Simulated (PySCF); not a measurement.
Molfile (atoms numbered from 1):
```
H10P2Si3
     RDKit          3D

 15 14  0  0  0  0  0  0  0  0999 V2000
   -1.6977    1.5065   -0.3573 Si  0  0  0  0  0  4  0  0  0  0  0  0
   -0.9581   -0.0433    1.0620 P   0  0  0  0  0  0  0  0  0  0  0  0
   -1.0493   -1.8929   -0.1737 Si  0  0  0  0  0  4  0  0  0  0  0  0
    1.2203    0.4223    1.1139 Si  0  0  0  0  0  4  0  0  0  0  0  0
    2.2281    0.4314   -0.8975 P   0  0  0  0  0  0  0  0  0  0  0  0
   -1.5882    2.7809    0.3496 H   0  0  0  0  0  0  0  0  0  0  0  0
   -3.0924    1.1784   -0.6445 H   0  0  0  0  0  0  0  0  0  0  0  0
   -0.9200    1.5383   -1.5982 H   0  0  0  0  0  0  0  0  0  0  0  0
   -0.3667   -2.9387    0.5876 H   0  0  0  0  0  0  0  0  0  0  0  0
   -0.4015   -1.7325   -1.4795 H   0  0  0  0  0  0  0  0  0  0  0  0
   -2.4653   -2.1992   -0.3545 H   0  0  0  0  0  0  0  0  0  0  0  0
    1.8265   -0.5256    2.0560 H   0  0  0  0  0  0  0  0  0  0  0  0
    1.3566    1.7821    1.6431 H   0  0  0  0  0  0  0  0  0  0  0  0
    3.4887    0.6384   -0.3731 H   0  0  0  0  0  0  0  0  0  0  0  0
    2.4147   -0.9382   -0.9559 H   0  0  0  0  0  0  0  0  0  0  0  0
  1  2  1  0
  2  3  1  0
  2  4  1  0
  4  5  1  0
  1  6  1  0
  1  7  1  0
  1  8  1  0
  3  9  1  0
  3 10  1  0
  3 11  1  0
  4 12  1  0
  4 13  1  0
  5 14  1  0
  5 15  1  0
M  END
```

[PySCF: GFN2-xTB structure; σ from GIAO-PBE0/pcSseg-1; in vacuum; non-relativistic; equivalent nuclei averaged; one computed conformer]

References, each an isolated molecule treated in the same way: 1H and 29Si vs TMS; 31P vs H3PO4.

```json
{"atoms": "H14/H15", "nucleus": "1H", "count": "2", "Hirshfeld charge": "-0.01", "δ (ppm)": "?"}
{"atoms": "Si4", "nucleus": "29Si", "count": "1", "Hirshfeld charge": "0.22", "δ (ppm)": "-55.6"}
{"atoms": "H6/H7/H8/H9/H10/H11", "nucleus": "1H", "count": "6", "Hirshfeld charge": "-0.07", "δ (ppm)": "4.12"}
{"atoms": "Si1/Si3", "nucleus": "29Si", "count": "2", "Hirshfeld charge": "0.25", "δ (ppm)": "?"}
{"atoms": "P2", "nucleus": "31P", "count": "1", "Hirshfeld charge": "-0.12", "δ (ppm)": "-356.2"}
{"atoms": "P5", "nucleus": "31P", "count": "1", "Hirshfeld charge": "-0.01", "δ (ppm)": "-307.3"}
{"atoms": "H12/H13", "nucleus": "1H", "count": "2", "Hirshfeld charge": "-0.07", "δ (ppm)": "4.79"}
```

Task: Complete the table.

Result: 
- H14/H15: 1.01 ppm, hydrogen on a phosphorus bonded to Si
- Si1/Si3: -82.9 ppm, silicon bonded to P, 3 H

Experimental scales use liquid or dissolved standards, which lie at an offset from isolated H3PO4.
